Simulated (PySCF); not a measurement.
A run for PySCF: R-B3LYP/6-31G* on AsH3 (SMILES [AsH3]) with ghost functions, monomers drawn apart or pushed together.

```python
from pyscf import gto, scf, dft, mp
from pyscf.data.elements import chemcore

mol = gto.M(
    atom='''
    As    0.18151499    0.61603333    3.20832806
    H    -0.70269628   -0.62605492    3.15617849
    H    -0.43716233    1.18094770    1.93339408
    H    -0.82502649    1.35724160    4.08507346
    ghost-Cl    0.45832448   -1.35212139    0.35968767
    ghost-H   -0.71681046   -0.95719140    0.68776499
    ''',
    basis='6-31g*',
    cart=True,
    charge=0, spin=0, verbose=3, max_memory=1800)
mf = dft.RKS(mol, xc='b3lyp')
mf.conv_tol = 1e-8
mf.max_cycle = 100
mf.kernel()
if not mf.converged:
    mf = mf.newton().run(mf.mo_coeff, mf.mo_occ)
```

Program output:

```
converged SCF energy = -2237.41925094591
```

The calculation finished and met its thresholds.

Cost: roughly 7 core-seconds.
